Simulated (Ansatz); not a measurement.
C₂H₆ClNOSi (`N=C(O)C[SiH2]Cl`), relaxed with RKS PBE0-D4/def2-TZVP in the Gaussian-basis code of Ansatz from a PBE-D4/def2-SVP geometry. The force threshold is 0.005 eV/Å; the program also tests the step.

Charge 0, multiplicity 1.

Start:

```xyz
12

N    -1.663    1.458   -0.662
C    -0.639    0.989   -0.057
O    -0.513    1.181    1.286
C     0.511    0.166   -0.576
Si    0.719   -1.419    0.457
Cl    1.903   -2.744   -0.643
H    -1.632    1.239   -1.667
H    -1.310    1.691    1.550
H     0.368   -0.093   -1.643
H     1.459    0.739   -0.485
H     1.417   -1.149    1.753
H    -0.619   -2.058    0.687
```

| step | energy (eV) | largest force (eV/Å) | largest move (Å) |
| --- | --- | --- | --- |
| 1 | -26099.8795 | 1.130 | 0.000 |
| 2 | -26099.9317 | 0.305 | 0.038 |
| 3 | -26099.9369 | 0.150 | 0.017 |
| 4 | -26099.9379 | 0.086 | 0.013 |
| 5 | -26099.9382 | 0.058 | 0.053 |
| 6 | -26099.9391 | 0.036 | 0.011 |
| 7 | -26099.9397 | 0.019 | 0.024 |
| 8 | -26099.9403 | 0.038 | 0.053 |
| 9 | -26099.9407 | 0.046 | 0.038 |
| 10 | -26099.9411 | 0.068 | 0.047 |
| 11 | -26099.9413 | 0.061 | 0.019 |
| 12 | -26099.9414 | 0.042 | 0.014 |
| 13 | -26099.9415 | 0.030 | 0.014 |
| 14 | -26099.9415 | 0.023 | 0.010 |
| 15 | -26099.9415 | 0.014 | 0.024 |
| 16 | -26099.9416 | 0.009 | 0.005 |
| 17 | -26099.9416 | 0.003 | 0.002 |

End:

```xyz
12

N    -1.694    1.326   -0.595
C    -0.612    1.007   -0.027
O    -0.388    1.403    1.242
C     0.518    0.178   -0.539
Si    0.669   -1.447    0.397
Cl    2.007   -2.633   -0.623
H    -1.741    0.967   -1.542
H    -1.164    1.916    1.505
H     0.386   -0.036   -1.600
H     1.462    0.716   -0.410
H     1.193   -1.248    1.765
H    -0.635   -2.149    0.426
```

Hardware: 2 threads of an AMD EPYC 7R13 on a shared host and a share of an NVIDIA H100 80 GB. Wall time 30 s, peak host memory 0.92 GiB.
